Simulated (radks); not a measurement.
Spherical quantum dot in the effective-mass picture: electrons in a parabolic well V = omega^2 r^2 / 2 with omega = 0.281, all in effective atomic units (hartree* = m*/eps^2 hartree, bohr* = eps/m* bohr), one dielectric constant everywhere. Calculated with a radial shooting solver with Libxc functionals: non-relativistic Kohn-Sham, exchange-only LDA, spin-polarised, spherical densities. Levels are named by radial order and angular momentum (1s, 1p, 1d, 2s, ...), and open shells are averaged over m. Results are scaled to m* = 0.283 and eps = 6.6, for which hartree* = 176.8 meV and bohr* = 1.234 nm.

N = 14, configuration 1s2 1p6 1d(up 5, down 0) 2s(up 1, down 0). This is the lowest configuration that the search found. Occupied and some empty levels:

| level | occupation | eigenvalue (meV) | <r> (nm) |
|---|---|---|---|
| 1s up | 1 | 617.46 | 4.497 |
| 1s down | 1 | 628.49 | 4.447 |
| 1p up | 3 | 634.68 | 5.350 |
| 1p down | 3 | 646.12 | 5.290 |
| 1d up | 5 | 656.21 | 5.934 |
| 2s up | 1 | 666.15 | 4.829 |
| 1d down | 0 | 668.14 | 5.916 |
| 2s down | 0 | 678.29 | 5.005 |
| 1f up | 0 | 681.33 | 6.403 |
| 1f down | 0 | 693.43 | 6.424 |
| 2p up | 0 | 695.53 | 5.543 |
| 2p down | 0 | 705.57 | 5.661 |
| 1g up | 0 | 709.47 | 6.811 |
| 1g down | 0 | 721.38 | 6.861 |

Energy (meV): total 5626.71, kinetic 480.64, external 2035.8, Hartree 3558.1, exchange-correlation -447.85.

Electron density:

| r (nm) | n(r) (e/nm^3) |
|---|---|
| 0.508 | 0.01203 |
| 1.36 | 0.01123 |
| 2.21 | 0.01049 |
| 3.06 | 0.01041 |
| 3.91 | 0.01070 |
| 4.76 | 0.01036 |
| 5.60 | 0.008574 |
| 6.45 | 0.005616 |
| 7.30 | 0.002763 |
| 8.15 | 0.0009895 |
| 9.00 | 0.0002553 |
| 9.85 | 0.00004748 |
| 10.7 | 6.399e-06 |
